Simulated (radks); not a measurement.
Results of a calculation; reference values are marked as such.
All-electron atom: the tantalum ion Ta3+ in [Kr] 4d10 4f14 5s1.75 5p6 5d2 6s0.25 (fractional occupations, a model configuration).

Level of theory: Dirac Kohn-Sham, revPBE, spin-unpolarised, spherical densities, point nucleus; open shells fill j = l - 1/2 first (a radial shooting solver on a logarithmic mesh with Libxc functionals).

Energy parts (Ry):
| part | energy |
|---|---|
| total | -31247.7534 |
| kinetic | 35086.6768 |
| electron-nucleus | -77791.8249 |
| Hartree | 12091.0962 |
| exchange-correlation | -633.7016 |

Orbitals (lengths in bohr, moments of r in powers of bohr; r(max) is where P^2 peaks; r(90%) holds 90 % of the orbital's charge):
orbital  occ.  eigenvalue (Ry)   r(max)      <r>  r(90%)  small-component weight
1s1/2       2        -4947.297  0.01167  0.01866  0.0340                7.56e-02
2s1/2       2        -851.2425  0.06703  0.07833   0.122                1.71e-02
2p1/2       2        -813.4859  0.04993  0.06487   0.108                1.72e-02
2p3/2       4        -720.1233  0.05666  0.07271   0.118                1.55e-02
3s1/2       2        -196.6823   0.1889   0.2043   0.300                5.61e-03
3p1/2       2        -179.9329   0.1770   0.1942   0.292                5.55e-03
3p3/2       4        -159.8319   0.1908   0.2088   0.312                5.09e-03
3d3/2       4        -131.6158   0.1497   0.1829   0.285                4.97e-03
3d5/2       6        -127.2381   0.1535   0.1874   0.291                4.84e-03
4s1/2       2        -41.84894   0.4293   0.4586   0.659                1.84e-03
4p1/2       2        -34.94781   0.4295   0.4645   0.676                1.75e-03
4p3/2       4        -30.32218   0.4587   0.4975   0.724                1.57e-03
4d3/2       4        -18.99834   0.4564   0.5164   0.775                1.38e-03
4d5/2       6        -18.14862   0.4658   0.5279   0.792                1.33e-03
5s1/2    1.75         -7.51197   0.9881    1.095    1.57                4.02e-04
5p1/2       2         -5.49682    1.063    1.205    1.75                3.30e-04
5p3/2       4         -4.83473    1.146    1.302    1.90                2.85e-04
4f5/2       6         -4.07758   0.4388   0.6305    1.05                9.16e-04
4f7/2       8         -3.93137   0.4439   0.6409    1.07                8.95e-04
5d3/2       2         -2.23209    1.464    1.791    2.72                1.49e-04
5d5/2       0         -2.16937    1.501    1.836    2.79                1.42e-04
6s1/2    0.25         -2.01658    2.438    2.685    3.83                7.70e-05

The highest occupied level is 6s1/2 at -27.437 eV. The configuration is held as typed, so some empty levels lie below it. Summed over all electrons, <r^2> = 36.05 bohr^2, which gives a Langevin (diamagnetic) susceptibility term of -28.5 x 10^-6 cm^3/mol.
